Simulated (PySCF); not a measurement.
**Identify the compound**

Molecular formula: C₆H₁₈Si₄. Simulated spectra:

¹H NMR (500 MHz, computed): δ 6.54 (m, 1H), 6.43 (m, 1H), 6.13 (m, 1H), 4.21 (m, 2H), 4.12 (m, 1H), 4.08 (m, 2H), 3.98 (m, 1H), 1.12 (s, 9H).

¹³C{¹H} NMR (computed): δ 143.2, 142.1, 30.4 (3C), 24.4.

- shielding tensors at PBE/pcSseg-1 (GIAO)
- coordinates at the PBE0-D3(BJ)/def2-SVP level
- program: PySCF
- one conformer, no relativistic terms, rapidly exchanging positions averaged, gas phase

Shifts are taken against calculated references (same method and geometry level): ¹H (σ = 31.20 ppm), ¹³C (σ = 180.03 ppm) vs TMS.

Question: Propose a structure and justify it.

Answer: 
- Rings plus π bonds: 2 (1 ring in the answer).
- 4 carbon signals for 6 carbons: some carbons are equivalent by symmetry or fast rotation.
- Carbon types of the structure: 1 × C, 1 × CH, 1 × CH2, 3 × CH3, leaving 6 H on heteroatoms.
- δC 143.2: terminal =CH2 carbon; as expected for a trigonal carbon in a double bond.
- δC 142.1: alkene CH; as expected for a trigonal carbon in a double bond.
- δC 30.4: methyl carbon; aliphatic region, no heteroatom directly attached.
- δC 24.4: fully substituted sp3 carbon bonded to Si.
- δH 6.54: hydrogen on an alkene CH; attached to an sp2 carbon and in the plane of the double bond.
- δH 6.43, 6.13: hydrogen on a terminal =CH2 carbon; attached to an sp2 carbon and in the plane of the double bond.
- δH 1.12: hydrogen on a methyl carbon.

Structure: `[SiH2]1[Si](C=C)(C(C)(C)C)[SiH2][SiH2]1`.

The shifts were computed for this structure.

Shifts are as computed. Against solution values, carbons near 30 ppm lie about +2 ppm off and those near 130 ppm about +2 ppm. Of 1309 compounds with measured shifts, 239 miss one by over three times the rms of a fit or turn the order of signals round; such compounds aren't used in these exercises. Multiplicities follow the n + 1 count of equivalent neighbours, as no J values were calculated; m marks all less simple cases, F and P coupling included.
